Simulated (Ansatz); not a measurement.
Ansatz results at the PBE0-D4/def2-TZVP geometry: LUMO energy (ωB97M-V/def2-TZVPP) -0.85 eV; HOMO energy (B3LYP/def2-TZVPP) -6.49 eV; LUMO energy (B3LYP/def2-TZVPP) -3.16 eV.

Which molecule gave them?
A. `CC1=CC(C)=[O+][B-](O)(F)O1`
B. `FC(F)(F)C1=CC(C(F)(F)F)=[O+][Ga-]([F])([Cl])[O]1`
C. `[CH3][Sn-]1[O]C(C(F)(F)F)=CC(C(F)(F)F)=[O+]1`
D. `F[B-]1(Cl)OC(C(F)(F)F)=CC(C(F)(F)F)=[O+]1`

C. The others give `F[B-]1(Cl)OC(C(F)(F)F)=CC(C(F)(F)F)=[O+]1`: -1.92, -8.63, -4.25; `CC1=CC(C)=[O+][B-](O)(F)O1`: 0.00, -7.50, -2.33; `FC(F)(F)C1=CC(C(F)(F)F)=[O+][Ga-]([F])([Cl])[O]1`: -1.72, -8.84, -4.05.

B3LYP here is the variant with VWN-RPA as its local correlation; programs differ in this.
